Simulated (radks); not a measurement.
Coulomb parameter of the 5d shell of the mercury ion Hg3+ in the model configuration [Xe] 4f14 5d8 6s1, as a second difference U = [E(n + 0.25) + E(n - 0.25) - 2 E(n)] / (0.25)^2 with all orbitals relaxed. "Bare": the charge of the atom changes with n. "Screened": the 6s shell takes up the change at fixed total charge, which measures U(5d,5d) + U(6s,6s) - 2 U(5d,6s). Calculated with a radial shooting solver on a logarithmic mesh with Libxc functionals: Dirac Kohn-Sham, PBE, spin-unpolarised, spherical densities, point nucleus; open shells are shared between the two j in proportion to 2j + 1.

case                      configuration  E - E(n) (eV)
start                 [Xe] 4f14 5d8 6s1          0.000
bare +0.25         [Xe] 4f14 5d8.25 6s1        -10.929
bare -0.25         [Xe] 4f14 5d7.75 6s1         11.832
screened +0.25  [Xe] 4f14 5d8.25 6s0.75         -2.405
screened -0.25  [Xe] 4f14 5d7.75 6s1.25          2.500

U(bare) = 14.450 eV, U(screened by 6s) = 1.516 eV.
